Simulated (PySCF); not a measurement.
Level of theory: B3LYP-D3(BJ)/def2-TZVP // BP86-D3(BJ)/def2-SVP (PySCF 2.14.0). Isolated molecules, 0 K electronic values unless said otherwise. B3LYP has the VWN-RPA correlation part, as in Gaussian. 

Reference species: [Ti(Cl)4] (neutral, multiplicity 1).

```json
{
  "charge on the central atom (meta-Löwdin)": "1.15 e",
  "mean_distance_from_the_central_atom_to_its_bonded_neighbours": "2.174 Å"
}
```

Changed species: [Ti(Cl)2(Br)2] (2 of 4 Cl replaced by Br; the reference has 0 of 4 Cl replaced by Br).

Problem. What does the change do to the charge on the central atom (meta-Löwdin) and mean distance from the central atom to its bonded neighbours?

Solution. the charge on the central atom (meta-Löwdin) decreases by 0.04 e, to 1.11 e; the mean distance from the central atom to its bonded neighbours rises by 0.076 Å, to 2.250 Å.
